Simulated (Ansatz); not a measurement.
Job for Ansatz (a quantum-chemistry and plane-wave program): R-PBE/def2-TZVPP on BiH3Te2 (SMILES [TeH][BiH][TeH]), a point of a torsion scan. Elements past Kr take the def2 small-core potentials; no spin–orbit coupling.

Ansatz 0.2 input:
```yaml
crystal:
  periodic: [false, false, false]
  atoms:
    - {symbol: Te, position_ang: [-1.94020449, -0.50656852, -0.28406123]}
    - {symbol: Bi, position_ang: [0.30240057, 0.89153847, 0.69152419]}
    - {symbol: Te, position_ang: [-0.98158020, 3.37573663, 0.95173066]}
    - {symbol: H, position_ang: [-2.05129545, 0.49314495, -1.59863966]}
    - {symbol: H, position_ang: [-0.20318488, 0.44610027, 2.35497206]}
    - {symbol: H, position_ang: [-0.00808329, 4.03993323, -0.21591802]}
basis:
  gaussian:
    orbitals: def2-TZVPP
hamiltonian:
  xc: {name: PBE}
scf: {lower_state_search: off}
```

It printed:

```
WARN ansatz: RAYON_NUM_THREADS=1 ignored (pool sized by the plan → 1); use --threads N
Functional definition: PBE
these checks for a lower state are left out or cut short: stability, starts, cluster_reference, orbital_swaps, neighbouring_geometries, increment
integrals: 0.12 GiB planned
1309 factors; their error is unknown
mean field: 0.76 GiB planned
mean field evaluation 1: about -20476.9149 eV, gradient 1.7e1 eV
mean field evaluation 2: about -20475.4263 eV, gradient 3.0e1 eV
mean field evaluation 4: about -20478.0758 eV, gradient 3.1e0 eV
mean field evaluation 8: about -20478.0968 eV, gradient 6.6e-2 eV
mean field evaluation 16: about -20477.8402 eV, gradient 5.5e-4 eV
mean field -20477.84021781 eV, -752.5467476258 hartree, gradient 1.4e-6 eV, S^2 0.000000; 0 other end points of the search recorded, 0 dependent functions left out
reference -20477.84025946 eV, -752.5467491563 hartree; 37, 37 occupied and 155, 155 virtual orbitals, 1309 factors
Total energy: -20477.84025946 eV, -752.5467491563 hartree
Checks for a lower state left out: stability, starts, cluster_reference, orbital_swaps, neighbouring_geometries, increment
```

The run converged.

Cost: roughly 2.4 core-seconds.
